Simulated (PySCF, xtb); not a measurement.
CH₉FSi₃, SMILES C[Si](F)([SiH3])[SiH3].

Harmonic wavenumbers (cm⁻¹) from GFN2-xTB run with xtb 6.7.1 at its own minimum, in rising order: 23, 26, 85, 104, 125, 130, 178, 205, 364, 398, 420, 437, 452, 510, 702, 736, 755, 793, 797, 808, 811, 812, 813, 825, 1375, 1489, 1490, 2218, 2225, 2225, 2228, 2232, 2237, 3022, 3027, 3039.

**Question.** What does PBE0-D3(BJ)/def2-SVP (PySCF 2.14.0) give at its own minimum? (An estimate is asked for; the answer gives what the named calculation found.)

**Answer.** 86, 90, 98, 126, 136, 163, 186, 222, 372, 417, 477, 512, 530, 537, 703, 776, 787, 858, 860, 891, 927, 929, 931, 936, 1260, 1419, 1428, 2210, 2214, 2223, 2224, 2232, 2234, 3054, 3162, 3167. Paired by order, the mean absolute difference is 50 cm⁻¹ and the zero-point energies are 54.5 and 56.3 kcal/mol.
